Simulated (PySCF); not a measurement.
Species: C5H6BrF3.
Z-matrix (Å and degrees, PBE0-D3(BJ)/def2-SVP geometry), rows numbered from 1:
```
F 
C   1  1.3396
F   2  1.3310  1  107.44
F   2  1.3375  1  107.01  3   115.69
C   2  1.5091  1  109.59  3  -121.65
C   5  1.5468  2  112.93  1   -67.35
C   6  1.5422  5   89.42  2  -100.73
C   7  1.5293  6   87.53  5   -18.39
Br  8  1.9334  5  121.36  2   -28.88
H   5  1.0996  2  105.96  1    62.62
H   6  1.0985  5  111.27  2   144.80
H   6  1.0988  5  116.20  2    19.69
H   7  1.0987  6  118.71  5  -137.82
H   7  1.0981  6  111.48  5    93.62
H   8  1.0972  5  109.07  2  -151.13
```

Level: CAM-B3LYP/def2-SVPD in PySCF, non-relativistic, on one gas-phase PBE0-D3(BJ)/def2-SVP geometry that isn't relaxed in the solvent. The solvent is an IEF-PCM continuum (van der Waals radii × 1.2). Specific hydrogen bonds and non-electrostatic terms are outside this model. Spin–orbit coupling is left out although an atom past zinc is present.

Gas phase at CAM-B3LYP/def2-SVPD: HOMO -9.35 eV, LUMO 0.74 eV, dipole 3.46 D.

What does the continuum do to the energy, the frontier levels and the dipole at CAM-B3LYP/def2-SVPD in tetrahydrofuran and water?

| solvent | ε | E(solvent) − E(gas) (kcal/mol) | polarisation term (kcal/mol) | distortion of the solute (kcal/mol) | HOMO (eV) | LUMO (eV) | dipole (D) |
| --- | --- | --- | --- | --- | --- | --- | --- |
| tetrahydrofuran | 7.426 | -4.05 | -4.78 | 0.73 | -9.36 | 0.80 | 4.45 |
| water | 78.36 | -5.05 | -6.23 | 1.18 | -9.38 | 0.79 | 4.72 |

The polarisation term is half the interaction of the solute with the surface charges that it induces; the rest is the cost of distorting the solute's density. The sum is the electrostatic part of solvation alone. From tetrahydrofuran to water the lowering changes by a factor 1.25, Onsager's factor (ε − 1)/(2ε + 1) by 1.21 and ε itself by 10.6.

Which radius a makes the point-dipole formula ΔE = −[(ε − 1)/(2ε + 1)]·μ²/a³ give the value in water, with the gas-phase dipole?

μ = 1.362 au and |ΔE| = 0.00805 Eh give a = 2.56 Å; the farthest nucleus lies 2.76 Å from the centroid of the nuclei, so such a sphere wouldn't even hold the nuclei. The formula assumes a rigid point dipole at the centre of a sphere.

How does the static polarisability (CAM-B3LYP/def2-SVPD, frozen core, with the continuum's full static response) change?

```csv
medium,isotropic (au),principal values (au),⟨r²⟩ of the electrons (bohr²)
gas,79.9,"68.6, 77.4, 93.7",1600.1
tetrahydrofuran,102.2,"89.6, 97.4, 119.4",1599.9
water,108.8,"96.8, 103.4, 126.3",1599.9
```

The isotropic value in water is 1.36 times the gas-phase one; no cavity-field correction is applied. ⟨r²⟩ is taken about the centre of nuclear charge.
